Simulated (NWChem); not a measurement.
Molecule: C$_{3}$H$_{4}$F$_{2}$Si; SMILES FC=C=C([SiH3])F

```xyz
10

F      0.3425     2.9062    -0.4241
C      0.0530     2.0028     0.5076
C     -0.2532     0.7582     0.2388
C     -0.4757    -0.5172     0.0257
F     -1.7233    -0.9852    -0.1665
Si     0.8687    -1.8479    -0.0498
H      0.0935     2.4145     1.5225
H      2.1860    -1.1957     0.1879
H      0.5924    -2.8750     0.9970
H      0.8347    -2.4987    -1.3918
```
Atoms are numbered in this order, from 1.

Results from NWChem. Pople sets run with spherical d functions. Geometry: optimised at PBE0/def2-SVP. GIAO values for the isolated, static molecule; σ is the absolute isotropic shielding.

```csv
level,basis functions,σ F1 (ppm),σ C2 (ppm),σ C3 (ppm),σ C4 (ppm),σ F5 (ppm),σ H7 (ppm),σ H8 (rotor mean) (ppm)
Hartree-Fock/6-31G*,96,381.5,75.5,9.7,67.1,367.5,25.36,28.00
Hartree-Fock/6-311G**,140,[?],62.3,[?],[?],358.8,24.89,27.71
Hartree-Fock/def2-SVP,108,381.4,71.0,2.1,61.1,369.1,24.88,27.64
Hartree-Fock/IGLO-II,169,369.1,61.9,-6.5,51.9,356.7,24.93,27.60
```

Question: Fill in the missing entries.

Answer: 
- Hartree-Fock/6-311G**, σ F1 (ppm): 372.2
- Hartree-Fock/6-311G**, σ C3 (ppm): -5.7
- Hartree-Fock/6-311G**, σ C4 (ppm): 52.6
